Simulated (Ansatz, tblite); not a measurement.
Isomers of K2Na6⁺ (doublet), found by a short tight-binding search and relaxed with PBE0/def2-SVP in Ansatz.

The xTB rows come from tblite. LC-ωPBE has ω = 0.4 bohr⁻¹. HSE06 is defined as in plane-wave codes, on full-range PBE exchange. Correlated methods freeze 16 core orbitals; core or outer-core shells of Na, K are correlated, in sets that lack core-valence functions.

Run but left out: HF/STO-3G, HF/def2-TZVP, PBE-QIDH/def2-TZVP, MP2/def2-TZVP (A: ⟨S²⟩ 0.98 to 1.78, where a pure state has 0.75).

A: At LC-ωPBE/def2-TZVP the charge 1 doublet is spin-contaminated (final ⟨S²⟩ up to 0.99, 0.75 for a pure state). B: At r2SCAN/def2-TZVP, LC-ωPBE/def2-TZVP the charge 1 doublet is spin-contaminated (final ⟨S²⟩ up to 0.89, 0.75 for a pure state). C: At r2SCAN/def2-TZVP, LC-ωPBE/def2-TZVP the charge 1 doublet is spin-contaminated (final ⟨S²⟩ up to 1.03, 0.75 for a pure state). D: At r2SCAN/def2-TZVP, LC-ωPBE/def2-TZVP the charge 1 doublet is spin-contaminated (final ⟨S²⟩ up to 0.94, 0.75 for a pure state). E: At r2SCAN/def2-TZVP, LC-ωPBE/def2-TZVP the charge 1 doublet is spin-contaminated (final ⟨S²⟩ up to 0.95, 0.75 for a pure state).

Other spin states weren't relaxed.

A:

Cartesian coordinates in Å:
```
Na 0.2278 0.5714 -1.0641
Na 2.4575 -1.0214 1.2021
Na 1.0656 -2.8921 -1.4560
Na -1.1966 -1.6475 1.1705
Na -2.3420 -1.4456 -2.2156
Na 0.0663 1.5372 2.3300
K 3.1216 3.0242 -0.1252
K -3.4001 1.8739 0.1583
```

B:

```
atom   x (Å)   y (Å)   z (Å)
 Na1  -0.152  -0.577  -4.073
 Na2   2.416  -0.240  -1.567
 Na3   2.871   2.846   0.219
 Na4  -1.986  -2.232   3.253
 Na5  -2.692   0.819   1.491
 Na6  -0.397   1.654  -1.096
  K7  -1.312  -2.386  -0.763
  K8   1.251   0.116   2.536
```

C:

```xyz
8

Na    0.394    0.432   -3.044
Na   -2.405   -1.589   -2.020
Na    0.494    3.647   -0.287
Na   -2.252   -1.819    2.046
Na   -0.895    0.610    0.138
Na    2.692    0.888   -0.182
K     1.109   -2.809   -0.209
K     0.864    0.640    3.558
```

D:

```xyz
8

Na   -1.3787    2.6880    1.4955
Na    0.0112   -2.8647    2.5935
Na   -0.6360   -2.6184   -0.9778
Na   -2.5664   -0.6183    1.3671
Na   -1.0694    0.9070   -1.7404
Na    0.9560    0.0013    0.8554
K     2.0990    3.4319   -0.7919
K     2.5843   -0.9267   -2.8014
```

E:

```xyz
8

Na   -1.9791   -0.8661   -1.4115
Na   -1.7333   -3.7890    0.6750
Na   -1.3362   -0.5311    2.1289
Na    2.5760    1.8773   -0.6340
Na    0.4525    0.8503   -3.3409
Na    1.5572    1.4061    2.7735
K    -1.2826    2.9149   -0.0408
K     1.7455   -1.8625   -0.1501
```

Problem. Estimate their order by electronic energy at RPA@PBE/def2-TZVP, counted from the lowest.

Solution. A (0.00) < D (0.06) < C (0.08) < E (0.14) < B (0.27), in eV. Gaps under about 2 kJ/mol are ties within the noise of geometry and basis.

Problem. Do the other levels pick the same lowest one?

Solution. Not GFN1-xTB, GFN2-xTB. Energies above each level's lowest (eV):

```tsv
level	A	B	C	D	E
GFN1-xTB	1.46	0.00	0.67	1.27	0.13
GFN2-xTB	0.03	0.04	0.07	0.02	0.00
PBE/def2-SVP	0.00	0.30	0.08	0.05	0.16
PBE/def2-TZVP	0.00	0.29	0.09	0.06	0.15
r2SCAN/def2-TZVP	0.00	0.34	0.09	0.07	0.19
PBE0/def2-SVP	0.00	0.29	0.07	0.05	0.17
PBE0/def2-TZVP	0.00	0.27	0.07	0.06	0.15
HSE06/def2-TZVP	0.00	0.28	0.08	0.06	0.15
LC-ωPBE/def2-TZVP	0.00	0.17	0.03	0.06	0.14
RPA@PBE/def2-TZVP	0.00	0.27	0.08	0.06	0.14
```
Point groups (tolerance 0.1 Å): A not assigned, B not assigned, C not assigned, D not assigned, E Cs. Lower isomers may exist.
